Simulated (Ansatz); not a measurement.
Two structures of SnH₅ClO₂, closed shell, reached by relaxing down either side of one saddle point (PBE0-D4/def2-TZVP). Energies are electronic, without zero-point energy. Program: Ansatz 0.2.0. Basis: def2-TZVPP and def2-QZVPP. Cores are frozen in the correlated methods. Filled d shells of the heavier atoms are correlated. Core potentials replace the inner electrons of the atoms past krypton. The def2 sets are not built for correlating such inner shells, so the correlated values are less sure here. Extrapolation: Hartree–Fock as exp(−7.88 √X), correlation as X^−2.97. First:

Sn1  (-0.292, 0.117, -1.487)
Cl2  (1.575, -1.055, -0.639)
H3  (-0.172, -0.176, -3.163)
H4  (-1.667, -0.600, -0.808)
H5  (-0.050, 1.758, -1.131)
H6  (0.666, -1.051, 1.488)
O7  (0.078, -0.690, 2.175)
O8  (-0.344, 0.521, 1.558)
H9  (0.206, 1.175, 2.007)
(Å)

Second:

```json
{"atom": "Sn1", "x (Å)": "-0.8404", "y (Å)": "0.2727", "z (Å)": "-1.0188"}
{"atom": "Cl2", "x (Å)": "2.8498", "y (Å)": "-1.0627", "z (Å)": "0.0143"}
{"atom": "H3", "x (Å)": "-0.6227", "y (Å)": "-1.0293", "z (Å)": "-2.0860"}
{"atom": "H4", "x (Å)": "-2.4600", "y (Å)": "0.5713", "z (Å)": "-0.5991"}
{"atom": "H5", "x (Å)": "0.0364", "y (Å)": "1.6717", "z (Å)": "-1.4029"}
{"atom": "H6", "x (Å)": "1.6245", "y (Å)": "-0.8090", "z (Å)": "0.4366"}
{"atom": "O7", "x (Å)": "-0.0082", "y (Å)": "-0.4549", "z (Å)": "0.6788"}
{"atom": "O8", "x (Å)": "-0.0921", "y (Å)": "0.6405", "z (Å)": "1.6074"}
{"atom": "H9", "x (Å)": "-0.4874", "y (Å)": "0.2000", "z (Å)": "2.3697"}
```

Which bonds change from the first to the second?

SnH₃Cl ([Cl][SnH3]) + H₂O₂ ([OH][OH]) → SnH₄O₂ ([OH][O][SnH3]) + HCl; bonds formed: Sn1–O7, Cl2–H6; bonds broken: Sn1–Cl2, H6–O7.

Give the saddle point's structure and its height above each. (To be estimated.)

The calculation gives: 22.91 kcal/mol above the first and 6.17 kcal/mol above the second (CCSD(T) at an estimated basis limit (MP2 extrapolated from triple and quadruple zeta, plus CCSD(T) − MP2 in triple zeta)).
```json
{"atom": "Sn1", "x (Å)": "-0.5243", "y (Å)": "0.1714", "z (Å)": "-1.0827"}
{"atom": "Cl2", "x (Å)": "2.2885", "y (Å)": "-0.7649", "z (Å)": "-0.5216"}
{"atom": "H3", "x (Å)": "-0.4888", "y (Å)": "-1.1721", "z (Å)": "-2.1061"}
{"atom": "H4", "x (Å)": "-2.1205", "y (Å)": "0.5254", "z (Å)": "-0.5754"}
{"atom": "H5", "x (Å)": "0.3264", "y (Å)": "1.5771", "z (Å)": "-1.4676"}
{"atom": "H6", "x (Å)": "1.1500", "y (Å)": "-0.6082", "z (Å)": "0.5739"}
{"atom": "O7", "x (Å)": "0.0369", "y (Å)": "-0.4787", "z (Å)": "0.8696"}
{"atom": "O8", "x (Å)": "-0.1234", "y (Å)": "0.6019", "z (Å)": "1.7843"}
{"atom": "H9", "x (Å)": "-0.5449", "y (Å)": "0.1483", "z (Å)": "2.5256"}
```

The T1 diagnostic stays at or below 0.014.

Labels in which every atom is bracketed show which atoms are joined, not bond orders.

For scale, one of the runs: CCSD(T)/def2-TZVPP, 224 basis functions, launched by `ansatz run in.yaml --threads 4 --pin off --events-out ev --progress --plain --max-ram 9574MiB`. Time: 2.8 min of wall clock on 4 CPU threads of an Arm Neoverse V2; the host was shared. Peak host memory: 4 GiB.
